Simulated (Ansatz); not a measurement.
The same path of CH$_{7}$AlOSe (11 atoms, charge 0, multiplicity 1) was run twice with different band settings. Lost on the way: Al1–H2, H5–Se6. Made: H2–H5.

Method: RKS PBE-D4/def2-SVP (Ansatz 0.2.0).

Relaxed end points:

```xyz
11
Properties=species:S:1:pos:R:3
Al -0.192 0.763 0.063
H 1.027 1.723 0.506
C -0.231 -0.194 -1.657
O -1.748 1.029 0.801
H 1.282 -0.769 2.610
Se 0.594 -1.484 1.504
H 0.753 -0.620 -1.949
H -0.529 0.501 -2.472
H -0.974 -1.020 -1.655
H -1.862 1.724 1.468
H 1.880 -1.653 0.780
```

```xyz
11
Properties=species:S:1:pos:R:3
Al -0.523 -0.102 0.369
H 1.433 1.604 0.472
C -0.085 -0.175 -1.530
O -1.676 1.074 0.874
H 1.614 1.019 0.946
Se 0.251 -1.658 1.955
H 0.940 -0.553 -1.721
H -0.176 0.835 -1.980
H -0.793 -0.841 -2.067
H -2.051 1.139 1.765
H 1.066 -2.341 0.917
```

Common settings: spring 5.0 eV/Å²; optimiser quadratic models (default); start path through a guess of the saddle point; force threshold 0.03 eV/Å; iteration limit 60; end points relaxed.

| run | movable images | climbing image |
| --- | --- | --- |
| 1 | 7 | yes |
| 2 | 4 | no |

(1) What does each run give, and how far can it be trusted?

## Answers

(1) Run 1: converged after 24 iterations, highest image 0.248 eV above the first end. A vibrational analysis at the climbing image gives one clearly imaginary mode, 530i cm⁻¹: a first-order saddle point.
Run 2: converged after 21 iterations, highest image 0.118 eV above the first end. No image climbed, so the highest image needn't sit at the top of the path. A band with more images between the same ends climbed to 0.25 eV, so this one has probably stepped over the top.
The orbitals stay closed-shell, which can raise the energy where a bond breaks towards radicals; this wasn't checked here.
